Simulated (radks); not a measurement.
Spherical quantum dot in the effective-mass picture: electrons in a parabolic well V = omega^2 r^2 / 2 with omega = 0.156, with a point charge +1 (a donor) at the centre, all in effective atomic units (hartree* = m*/eps^2 hartree, bohr* = eps/m* bohr), one dielectric constant everywhere. Calculated with a radial shooting solver with Libxc functionals: non-relativistic Kohn-Sham, LDA (Slater exchange, Perdew-Wang correlation), spin-polarised, spherical densities. Levels are named by radial order and angular momentum (1s, 1p, 1d, 2s, ...), and open shells are averaged over m. Results are scaled to m* = 0.313 and eps = 10.4, for which hartree* = 78.75 meV and bohr* = 1.758 nm.

N = 16, configuration 1s2 1p6 1d(up 5, down 1) 2s2. This is the lowest configuration that the search found. Occupied and some empty levels:

| level | occupation | eigenvalue (meV) | <r> (nm) |
|---|---|---|---|
| 1s up | 1 | 191.04 | 6.032 |
| 1s down | 1 | 191.52 | 5.433 |
| 1p up | 3 | 197.05 | 11.20 |
| 2s up | 1 | 198.21 | 9.421 |
| 1p down | 3 | 198.38 | 11.16 |
| 2s down | 1 | 199.17 | 9.921 |
| 1d up | 5 | 201.48 | 12.27 |
| 1d down | 1 | 202.85 | 12.31 |
| 1f up | 0 | 206.79 | 13.10 |
| 1f down | 0 | 208.12 | 13.18 |
| 2p up | 0 | 210.61 | 10.93 |
| 2p down | 0 | 211.42 | 10.93 |
| 1g up | 0 | 212.87 | 13.83 |
| 1g down | 0 | 214.13 | 13.93 |

Energy (meV): total 1764.37, kinetic 155.27, external 345.11, Hartree 1476.1, exchange-correlation -212.08.

Electron density:

| r (nm) | n(r) (e/nm^3) |
|---|---|
| 0.457 | 0.04275 |
| 2.18 | 0.007539 |
| 3.90 | 0.001971 |
| 5.62 | 0.0009995 |
| 7.34 | 0.001024 |
| 9.07 | 0.001208 |
| 10.8 | 0.001212 |
| 12.5 | 0.0009435 |
| 14.2 | 0.0005399 |
| 16.0 | 0.0002180 |
| 17.7 | 0.00006084 |
| 19.4 | 0.00001165 |
| 21.1 | 1.538e-06 |
| 22.8 | 1.416e-07 |
